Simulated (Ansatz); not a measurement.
The same redistribution along the group Al, Ga, In.

Computed with Ansatz on PBE0-D4/def2-TZVP structures; ΔE is electronic, products minus reactants. CCSD(T)/CBS is the MP2 limit (def2-TZVPP, def2-QZVPP) plus CCSD(T) − MP2 in def2-TZVPP, frozen cores. Functionals use def2-TZVPP. Elements past krypton have def2 core potentials. For Ga, In outer-core shells are correlated without core-valence functions, which leaves a few kJ/mol of doubt a bond. Scalar relativity is left out up to krypton. Each species was taken in one conformer, which may not be the lowest.

| reaction | CCSD(T)/CBS(def2) (kJ/mol) |
| --- | --- |
| `[F][Al]([F])[SH]` + `N[SiH](O)S` → `[OH][Al]([F])[SH]` + `N[SiH](F)S` | ? |
| `[F][Ga]([F])[SH]` + `N[SiH](O)S` → `[OH][Ga]([F])[SH]` + `N[SiH](F)S` | -30 |
| `[F][In]([F])[SH]` + `N[SiH](O)S` → `[OH][In]([F])[SH]` + `N[SiH](F)S` | -26 |

(1) Fill in the missing values. (Best estimate.)

Largest T1 diagnostic: 0.016, for `[F][In]([F])[SH]`.

Results:

(1) Ansatz gave: `[F][Al]([F])[SH]` + `N[SiH](O)S` → `[OH][Al]([F])[SH]` + `N[SiH](F)S`: -0.6 kJ/mol.
